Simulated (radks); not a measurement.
Values are calculated unless marked as measured or tabulated.
The rubidium anion Rb- inside a hard spherical wall (all orbitals vanish at R), configuration held at [Kr] 5s2 and not refilled when levels cross. Code: a radial shooting solver on a logarithmic mesh with Libxc functionals. Model: scalar-relativistic Kohn-Sham, PBE, spin-polarised, spherical densities, point nucleus. Eigenvalues in eV for spin up, with the zero of energy where the potential of the charges vanishes at infinity; a dash marks a level that is unbound or too diffuse for the functional's potential to be trusted. A positive occupied level is held by the wall or, in an anion where self-interaction has pushed it up, behind a barrier. The pressure on the wall is -dE/dV.

R (bohr)	E (hartree)	kinetic (hartree)	e(3d)	e(4s)	e(4p)	e(5s)	e(5p, empty)	e(6s, empty)	pressure (GPa)
20	-2981.21953	3053.258	-100.15	-28.086	-12.162	0.776	1.594	2.014	0.00139
12	-2981.20600	3053.311	-99.163	-27.108	-11.194	1.451	2.712	4.989	0.0992
10	-2981.18553	3053.376	-98.339	-26.298	-10.396	2.107	3.697	7.525	0.377
6	-2980.93012	3054.075	-94.288	-22.451	-6.697	7.353	11.280	26.453	12.1
4	-2979.79994	3057.558	-85.540	-15.482	0.032	24.201	33.105	76.312	209
3.5	-2978.77752	3060.795	-79.456	-11.071	4.611	37.121	48.444	109.04	544
3	-2976.64064	3067.313	-69.269	-3.582	12.816	61.078	75.567	164.80	1610
2.5	-2971.71661	3081.324	-52.143	10.608	28.964	108.83	127.40	267.75	5610
2	-2958.82076	3115.227	-22.487	42.813	65.696	214.52	237.93	480.33	24600
1.5	-2917.26099	3218.240	38.379	140.57	172.76	494.32	519.76	1003.9	158000
